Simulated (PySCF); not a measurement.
Computed with PBE0/[Zr def2-TZVP with ECP28, O def2-TZVP, Br def2-TZVP], scalar-relativistic core potentials, density fitting, no spin–orbit coupling, PySCF. Open shells, if any, are unrestricted.

**Question.** What shape and geometry does isolated doublet ZrOBr take (every ligand bound to Zr)?

**Answer.** Formally Zr is in oxidation state +3, d1, with 1 unpaired electron. The Mulliken spin on Zr is 1.09. The polar-tensor charge on Zr, 1.49, is far below the formal one. The lowest minimum found is a doublet of Cs symmetry with Zr–Br 2.510 Å, Zr–O 1.721 Å; Br–Zr–O 110.2°. Its harmonic wavenumbers are 159 (a'), 287 (a'), 991 (a') cm⁻¹ and its dipole moment is 5.14 D.

Only a few start shapes were tried, so a lower isomer may exist. With open d or f shells other occupations or spin states may lie lower.
